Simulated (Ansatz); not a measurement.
Cd12H32Se12⁺. The state is a doublet with charge 1. Geometry PBE-D4/def2-SVP, that of the neutral singlet; atoms count from 1.

```xyz
56

Cd   -0.848   -2.754    3.159
Cd    4.314   -2.903    2.762
Cd    4.322   -2.196   -2.441
Cd   -5.076   -1.659    1.687
Cd   -2.496   -2.272   -3.928
Cd    1.079   -2.784   -1.290
Cd   -0.254    0.220    1.054
Cd    3.220    1.016   -1.227
Cd   -0.842    1.684   -2.656
Cd   -3.097    2.506    1.554
Cd    2.093    2.981   -4.038
Cd    0.557    5.861    0.105
Se    1.342   -2.935    1.456
Se   -2.787   -3.009    1.219
Se   -1.658    0.253    3.154
Se   -1.077   -3.932   -2.255
Se    4.473   -0.889    0.081
Se    3.237    0.220   -3.845
Se   -4.862   -2.677   -1.943
Se   -4.254    0.421    0.177
Se   -2.950    0.420   -3.584
Se    0.683   -0.072   -1.205
Se    2.564    3.560   -1.291
Se   -1.308    3.261   -0.437
H    -0.862   -3.235    4.788
H     1.256   -0.816    5.204
H     3.965   -1.689    3.894
H     4.794   -4.204    1.791
H     5.730   -2.721   -3.241
H     2.659   -3.034   -2.145
H    -6.502   -2.014    2.525
H    -2.835   -2.892   -5.492
H     1.961    0.071    2.767
H     0.894    2.587    1.999
H    -3.758    3.553    2.716
H    -0.709    3.773    3.808
H     2.911    3.841   -5.259
H     0.292    2.474   -3.830
H     0.215    6.478   -1.434
H     0.901    5.460    1.717
H     1.189   -4.411    1.519
H     1.930   -1.028    4.894
H    -3.265   -4.288    1.804
H    -0.601    0.944    3.943
H    -1.821   -3.608   -0.995
H     5.851   -0.366   -0.105
H     2.394    0.091    2.128
H     4.602    0.707   -4.169
H    -5.110   -4.098   -2.309
H    -5.914   -2.224   -2.892
H    -5.573    1.105    0.163
H    -3.518    0.340   -2.200
H     1.342    2.551    1.371
H     3.935    4.097   -1.485
H    -0.309    4.198    3.304
H    -2.419    4.034   -1.049
```

In the def2 sets Cd takes a core potential; there is no spin–orbit coupling. Single mean-field runs in def2-SVP are fitted with def2-universal-jkfit. In the doublet geometry the species has come apart into loosely held pieces.

(1) Estimate the Mulliken populations of the heavy atoms from the PBE0/def2-SVP orbitals of Ansatz.

(2) Where does the spin sit?

(3) And the Mayer bond orders between heavy atoms (over 0.3)?

Results:

(1) 
| atom | charge (e) | spin (α − β) | d electrons |
| --- | --- | --- | --- |
| Cd1 | 0.47 | 0.00 | 9.98 |
| Cd2 | 0.34 | 0.01 | 9.93 |
| Cd3 | 0.48 | 0.00 | 9.97 |
| Cd4 | 0.50 | 0.00 | 9.97 |
| Cd5 | 0.44 | 0.00 | 9.98 |
| Cd6 | 0.57 | -0.01 | 10.01 |
| Cd7 | 0.27 | 0.00 | 10.02 |
| Cd8 | 0.53 | -0.02 | 10.03 |
| Cd9 | 0.58 | 0.00 | 10.01 |
| Cd10 | 0.47 | 0.00 | 9.98 |
| Cd11 | 0.50 | -0.01 | 9.97 |
| Cd12 | 0.34 | -0.01 | 9.93 |
| Se13 | -0.42 | 0.07 | – |
| Se14 | -0.49 | 0.01 | – |
| Se15 | -0.30 | 0.00 | – |
| Se16 | -0.33 | 0.06 | – |
| Se17 | -0.36 | 0.08 | – |
| Se18 | -0.37 | 0.16 | – |
| Se19 | -0.11 | 0.00 | – |
| Se20 | -0.49 | 0.01 | – |
| Se21 | -0.34 | 0.03 | – |
| Se22 | -0.68 | 0.00 | – |
| Se23 | -0.35 | 0.09 | – |
| Se24 | -0.44 | 0.01 | – |
Mulliken values depend strongly on the basis.

(2) Summed by element: Cd -0.04, Se 0.53, H 0.51, of 1 unpaired in all. Largest on single atoms: Se18 0.16, H32 0.13, H37 0.12.

(3) Cd1–Se13 0.39 (2.78 Å); Cd1–Se14 0.43 (2.76 Å); Cd3–Se17 0.37 (2.84 Å); Cd4–Se14 0.46 (2.70 Å); Cd4–Se20 0.46 (2.70 Å); Cd5–Se16 0.49 (2.75 Å); Cd5–Se21 0.50 (2.75 Å); Cd6–Se13 0.46 (2.76 Å); Cd6–Se16 0.66 (2.63 Å); Cd6–Se22 0.33 (2.74 Å); Cd7–Se15 0.86 (2.53 Å); Cd7–Se22 0.84 (2.46 Å); Cd8–Se17 0.62 (2.63 Å); Cd8–Se18 0.53 (2.74 Å); Cd8–Se22 0.38 (2.76 Å); Cd8–Se23 0.64 (2.63 Å); Cd9–Se21 0.66 (2.63 Å); Cd9–Se22 0.32 (2.74 Å); Cd9–Se24 0.47 (2.76 Å); Cd10–Se20 0.43 (2.75 Å); Cd10–Se24 0.40 (2.78 Å); Cd11–Se23 0.37 (2.85 Å).
